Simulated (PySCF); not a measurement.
Cartesian coordinates in Å; atom numbers follow the order of the lines, from 1:
```xyz
16

C    -1.275    1.848    1.115
O    -1.841    0.861    0.287
C    -1.425   -0.445    0.595
C    -0.054   -0.806    0.106
C     0.642   -0.101   -0.784
C     1.963   -0.488   -1.233
N     2.589    0.231   -2.058
H    -1.651    2.803    0.755
H    -0.181    1.846    1.066
H    -1.582    1.706    2.160
H    -1.482   -0.619    1.683
H    -2.155   -1.108    0.114
H     0.348   -1.721    0.523
H     0.239    0.803   -1.216
H     2.347   -1.425   -0.799
H     3.511   -0.108   -2.325
```

PySCF 2.14.0 with density-fitted response routines calculation with geometry from GFN2-xTB and shieldings: GIAO PBE0/pcSseg-1; one computed conformer, non-relativistic Hamiltonian, isolated molecule, rapidly exchanging positions averaged.

Scale: ¹³C (σ = 186.93 ppm), ¹H (σ = 31.72 ppm) against TMS; ¹⁷O (σ = 336.08 ppm) against H2O; ¹⁵N (σ = 267.73 ppm) vs NH3 (reference shieldings calculated alike).

```json
{"atoms": "C3", "nucleus": "¹³C", "count": "1", "Hirshfeld charge": "0.01", "δ (ppm)": "75.4"}
{"atoms": "H13", "nucleus": "¹H", "count": "1", "Hirshfeld charge": "0.05", "δ (ppm)": "6.07"}
{"atoms": "C1", "nucleus": "¹³C", "count": "1", "Hirshfeld charge": "-0.04", "δ (ppm)": "58.8"}
{"atoms": "C5", "nucleus": "¹³C", "count": "1", "Hirshfeld charge": "-0.06", "δ (ppm)": "141.4"}
{"atoms": "N7", "nucleus": "¹⁵N", "count": "1", "Hirshfeld charge": "-0.23", "δ (ppm)": "?"}
{"atoms": "H15", "nucleus": "¹H", "count": "1", "Hirshfeld charge": "0.04", "δ (ppm)": "8.57"}
{"atoms": "O2", "nucleus": "¹⁷O", "count": "1", "Hirshfeld charge": "-0.14", "δ (ppm)": "13.6"}
{"atoms": "H14", "nucleus": "¹H", "count": "1", "Hirshfeld charge": "0.05", "δ (ppm)": "?"}
{"atoms": "C4", "nucleus": "¹³C", "count": "1", "Hirshfeld charge": "-0.03", "δ (ppm)": "150.8"}
{"atoms": "C6", "nucleus": "¹³C", "count": "1", "Hirshfeld charge": "0.04", "δ (ppm)": "?"}
{"atoms": "H8/H9/H10", "nucleus": "¹H", "count": "3", "Hirshfeld charge": "0.04", "δ (ppm)": "3.51"}
{"atoms": "H11/H12", "nucleus": "¹H", "count": "2", "Hirshfeld charge": "0.05", "δ (ppm)": "4.40"}
{"atoms": "H16", "nucleus": "¹H", "count": "1", "Hirshfeld charge": "0.11", "δ (ppm)": "?"}
```

**Question.** Fill in the missing shifts.

**Answer.** 
- C6: 172.4 ppm, carbon bonded to C, N, H
- H16: 11.31 ppm, hydrogen on a nitrogen bonded to C
- H14: 6.89 ppm, hydrogen on a carbon bonded to 2 C
- N7: 369.2 ppm, nitrogen bonded to C, H

OH/NH shifts are gas-phase values; hydrogen bonding in solution moves them, usually downfield. Shifts are as computed. Against solution values, carbons near 30 ppm lie about +3 ppm off and those near 130 ppm about +5 ppm. Of 1211 compounds with measured shifts, 218 miss one by over three times the rms of a fit or turn the order of signals round; such compounds aren't used in these exercises. Experimental scales use liquid or dissolved standards, which lie at an offset from isolated NH3 (liquid NH3: subtract about 20 ppm) and H2O (liquid H2O: subtract about 36 ppm). Unscaled 15N shifts of sp2 nitrogen come out 20 to 40 ppm too high even then.
